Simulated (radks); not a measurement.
Excited configurations of neutral argon: one electron is placed in a higher orbital outside [Ne] 3s2 3p5. The ground configuration is [Ar]. All-electron calculation, scalar-relativistic Kohn-Sham, r2SCAN, spin-polarised, spherical densities, finite nucleus; open shells are filled with parallel spins first; meta-GGA in the generalised Kohn-Sham scheme; Fermi nuclear charge, rms radius 3.4274 fm. Program: a radial shooting solver on a logarithmic mesh with Libxc functionals. Excitation = E - E(ground); binding = E(ion) - E, where the ion is the core of charge +1; n* = 1/sqrt(2 binding) in atomic units, and the quantum defect is n - n*.

3d: excitation (eV) 14.372; binding (eV) 1.783; n* 2.762; quantum defect 0.238; eigenvalue (eV) -0.610; <r> (bohr) 8.178
4s: excitation (eV) 12.035; binding (eV) 4.121; n* 1.817; quantum defect 2.183; eigenvalue (eV) -2.506; <r> (bohr) 5.151
5s: excitation (eV) 14.391; binding (eV) 1.764; n* 2.777; quantum defect 2.223; eigenvalue (eV) -1.089; <r> (bohr) 11.87
6d: excitation (eV) 15.615; binding (eV) 0.541; n* 5.017; quantum defect 0.983; eigenvalue (eV) -0.338; <r> (bohr) 38.04

The Delta-SCF ionisation energy is 16.156 eV (NIST Atomic Spectra Database: 15.760 eV, measured). Self-interaction in the functional shifts the binding energies and quantum defects, so they are the method's values and not measured ones. Open shells are spherical and high-spin; term and fine-structure splittings are not resolved.
